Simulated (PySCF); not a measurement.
Ca(F)2 anion (CaF2), SMILES [F][Ca][F] (connectivity only; charge and spin as stated), charge -1, multiplicity 2. Atoms are numbered in the order given.

```xyz
3

Ca     0.0000     0.0000     0.0000
F      0.0000     0.0000    -2.0877
F      0.0000     0.0000     2.0877
```
Charge -1, spin multiplicity 2.

Coordinates come from a ωB97X-D3(BJ)/def2-TZVPD optimisation. The geometry has at least one imaginary mode, so it is a saddle point at that level. The spin state was assumed, not searched. The isomer is the one that the SMILES or the coordinates give; other isomers of the formula were not compared.

Computed with PySCF with PBE/def2-TZVPD.

Mulliken values depend strongly on the basis, most of all with diffuse functions as here. Atomic charges (e):

```json
[
 {"atom": "Ca1", "Mulliken": "0.56", "meta-Löwdin": "…", "Mulliken spin": "1.05"},
 {"atom": "F2", "Mulliken": "-0.78", "meta-Löwdin": "…", "Mulliken spin": "-0.03"},
 {"atom": "F3", "Mulliken": "-0.78", "meta-Löwdin": "…", "Mulliken spin": "-0.03"}
]
```

**Question.** What belongs in the gaps? (Estimate from the structure and the level; the computed values follow.)

**Answer.** 
- Ca1, meta-Löwdin: 0.82
- F2, meta-Löwdin: -0.91
- F3, meta-Löwdin: -0.91
